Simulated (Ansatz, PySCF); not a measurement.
Nb(NMe)(F)2(Cl) (CH₃ClF₂NNb), SMILES C[N]=[Nb]([F])([F])[Cl], multiplicity 1. Atoms are numbered in the order given.

```xyz
9

Nb     0.0875     0.2707     0.0818
N      0.1590    -0.7580    -1.3030
C      0.2165    -1.6037    -2.4382
H      1.2619    -1.8287    -2.7087
H     -0.2976    -2.5581    -2.2330
H     -0.2725    -1.1307    -3.3064
F      1.8547     0.6137     0.5798
F     -0.8199     1.8142    -0.4501
Cl    -1.0653    -0.9125     1.6961
```
Charge 0, spin multiplicity 1.

Geometry optimised at PBE0-D3(BJ)/def2-SVP. The spin state was assumed, not searched. The structure was generated by enumeration; whether it is a known compound was not checked. The def2 effective core potentials stand for the cores of Nb; spin–orbit coupling is left out.

Two levels are set side by side: PBE-D3(BJ)/def2-SVP (Ansatz, a first-principles code) and PBE0-D3(BJ)/def2-SVP (Ansatz). Each level has its own optimised geometry; the coordinates shown are those of the second. Frequencies come from the Hessian of PySCF at each geometry. Differences are taken from unrounded values.

| quantity | PBE0-D3(BJ) |
|---|---|
| mean bond length (Å) | 1.562 |
| bond Nb1–N2 (Å) | 1.727 |
| bond Nb1–F7 (Å) | 1.868 |
| bond Nb1–F8 (Å) | 1.868 |
| bond Nb1–Cl9 (Å) | 2.310 |
| bond N2–C3 (Å) | 1.417 |
| bond C3–H4 (Å) | 1.103 |
| bond C3–H5 (Å) | 1.103 |
| bond C3–H6 (Å) | 1.103 |
| highest harmonic wavenumber (cm⁻¹) | 3125 |
| mean harmonic wavenumber (cm⁻¹) | 1004 |
| zero-point energy (kcal/mol) | 30.15 |

Problem. What does PBE-D3(BJ) give, and how far is it from PBE0-D3(BJ)? (The exact figures need the calculation; the answer reports its results.)

Solution. 
```tsv
quantity	PBE-D3(BJ)	PBE-D3(BJ) minus PBE0-D3(BJ)
mean bond length (Å)	1.574	0.012
bond Nb1–N2 (Å)	1.750	0.024
bond Nb1–F7 (Å)	1.882	0.014
bond Nb1–F8 (Å)	1.882	0.014
bond Nb1–Cl9 (Å)	2.320	0.011
bond N2–C3 (Å)	1.422	0.005
bond C3–H4 (Å)	1.113	0.010
bond C3–H5 (Å)	1.113	0.009
bond C3–H6 (Å)	1.113	0.010
highest harmonic wavenumber (cm⁻¹)	3016	-109
mean harmonic wavenumber (cm⁻¹)	968	-36
zero-point energy (kcal/mol)	29.06	-1.09
```

Exact exchange shortens and stiffens bonds; PBE has none. Differences between two approximate levels are no errors against the true value.
